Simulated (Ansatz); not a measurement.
```yaml
crystal:
  periodic: [false, false, false]
  atoms:
    - {symbol: Pt, position_ang: [-0.273256, -1.373897, -0.347865]}
    - {symbol: Te, position_ang: [-0.778526, 0.620336, 1.155812]}
    - {symbol: Te, position_ang: [1.051792, 0.753561, -0.807937]}
basis:
  gaussian: {orbitals: def2-TZVP, initial_orbitals: start.molden}
hamiltonian: {xc: pbe}
correlation: {method: rpa}
scf: {omitted_lower_state_checks: [starts]}
```

The file start.molden holds the orbitals of an earlier run on this structure, at another level or in another basis.

```sh
$ ansatz run in.yaml --threads 2 --pin off --events-out ev --progress --plain --max-ram 4352MiB
```

Shortened log:

```
Functional definition: PBE
1336 factors; integrals over basis functions are off by at most 4.1e-4 eV
mean field evaluation 1: about -17836.5929 eV, gradient 7.4e0 eV
mean field evaluation 2: about -17836.6944 eV, gradient 1.2e-1 eV
mean field evaluation 4: about -17836.6892 eV, gradient 7.7e-4 eV
mean field evaluation 8: about -17836.6892 eV, gradient 2.7e-6 eV
mean field -17836.68921170 eV, -655.4862383879 hartree, gradient 3.4e-6 eV, S^2 0.000000; 0 other end points of the search recorded, 0 dependent functions left out; unrestricted orbitals would lower it
mean field evaluation 16: about -17754.3793 eV, gradient 1.6e0 eV
mean field evaluation 32: about -17754.6666 eV, gradient 9.1e-2 eV
8 core orbitals not correlated: weight in the atoms' cores, before any rotation towards them, 1.000 or more for the frozen orbitals, at most 0.000 for the correlated occupied ones
reference -17753.00898394 eV, -652.4110467383 hartree; 25, 25 occupied and 107, 107 virtual orbitals, 1336 factors
Error: the energy between an occupied orbital and the lowest state that it is excited into in its spin channel is -0.2514 eV and must be positive: a state without a gap has no random-phase energy
```

(1) Can the result of this run be used?

## Answers

(1) No. The run stopped with an error. The reference has no gap: an occupied orbital lies above an empty one, and the correlation energy can't be formed.
